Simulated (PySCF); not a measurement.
MoO2Cl2, SMILES [O]=[Mo](=[O])([Cl])[Cl], multiplicity 1.

Geometry: PBE0-D3(BJ)/def2-SVP. The spin state was assumed, not searched. The isomer is the one that the SMILES or the coordinates give; other isomers of the formula were not compared. The def2 effective core potentials stand for the cores of Mo; spin–orbit coupling is left out.

Method: PBE0-D3(BJ)/def2-SVP (PySCF 2.14.0).

Frequencies are harmonic and unscaled.

Q: Give all harmonic wavenumbers and intensities. (Estimate from the structure and the level; the computed values follow.)

A: 
```tsv
mode	ν (cm⁻¹)	IR (km/mol)	moving atoms (share of kinetic energy)
1	116	0.9	Cl 80 %, Mo 15 %
2	176	5.4	O 43 %, Mo 29 %, Cl 28 %
3	210	0.0	O 81 %, Cl 19 %
4	238	4.7	O 67 %, Cl 25 %
5	350	2.3	O 63 %, Cl 37 %
6	441	26.7	Cl 47 %, O 28 %, Mo 25 %
7	456	100.3	Cl 55 %, Mo 42 %
8	1058	178.8	O 81 %, Mo 19 %
9	1088	117.5	O 88 %, Mo 12 %
```
